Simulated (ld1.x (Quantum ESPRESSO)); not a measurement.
# arsenic (As): variants of one TM semilocal potential

Base potential:

```json
{
  "Element": "arsenic (As)",
  "Generator": "ld1.x (Quantum ESPRESSO) 7.5",
  "Type": "norm-conserving Troullier–Martins (semilocal form)",
  "Functional": "LDA (PZ)",
  "Relativity": "scalar-relativistic",
  "Frozen core": "[Ar] 3d10",
  "Valence charge": "5",
  "Reference configuration": "4s2 4p2.5 (charge +0.5)",
  "Partial waves": "4p (bound): rc 2.05 bohr; 4s (bound): rc 1.60 bohr",
  "Local potential": "the s channel",
  "Core correction": "a·sin(br)/r model core inside 1.40 bohr"
}
```

Cutoffs, loose and tight: the cutoffs (Ry, on a coarse ladder) from which the occupation-weighted sum of valence levels, in a spherical-Bessel basis at the reference potential, stays within 10 and 1 mRy of its value at 400 Ry. They do not see the model core or the augmentation charge, which bear on the density cutoff. Test errors are all-electron minus pseudo excitation energies from the reference, over the configurations 4s2 4p3; 4s2 4p2; 4s2 4p1; 4s2 4p3.3; 4s1 4p3; 4s0 4p5; 4s1 4p0 (two spin-polarised tests are not counted in the largest error). A dash means not determined; rows that change the core or the reference have their own tests.

A semilocal file is local in each channel, so a ghost entry of none says nothing of the separable form that plane-wave codes build from it.

```tsv
change	outcome	cutoff, loose	cutoff, tight	bound ghosts	largest test error (meV)
base	generated	35 Ry	50 Ry	none	-284
wave 4p (bound): rc 2.05 bohr becomes 4p (bound): rc 1.42 bohr	generated	45 Ry	90 Ry	none	-294
wave 4p (bound): rc 2.05 bohr becomes 4p (bound): rc 1.64 bohr	generated	35 Ry	50 Ry	none	-273
wave 4p (bound): rc 2.05 bohr becomes 4p (bound): rc 1.90 bohr	generated	35 Ry	50 Ry	none	-272
wave 4p (bound): rc 2.05 bohr becomes 4p (bound): rc 2.06 bohr	generated	35 Ry	50 Ry	none	-284
wave 4p (bound): rc 2.05 bohr becomes 4p (bound): rc 2.36 bohr	generated	35 Ry	50 Ry	none	-329
wave 4p (bound): rc 2.05 bohr becomes 4p (bound): rc 2.60 bohr	generated	35 Ry	50 Ry	none	-387
wave 4p (bound): rc 2.05 bohr becomes 4p (bound): rc 2.86 bohr	generated	35 Ry	50 Ry	none	-451
wave 4p (bound): rc 2.05 bohr becomes 4p (bound): rc 3.06 bohr	generated	35 Ry	50 Ry	none	-489
```

Reading the sweep of the p radius (base included, trends over the rows without a ghost): The loose cutoff falls from 45 Ry at 1.42 to 35 Ry at 3.06 bohr. A larger radius leaves more room for a smooth pseudo-wave, so fewer plane waves are needed; a smaller one forces it to follow the all-electron wave where it bends sharply. The median size of the test errors (rows with all tests solved) is not monotonic: lowest 1.5 meV at 2.36 bohr, highest 10.4 meV at 3.06 bohr.
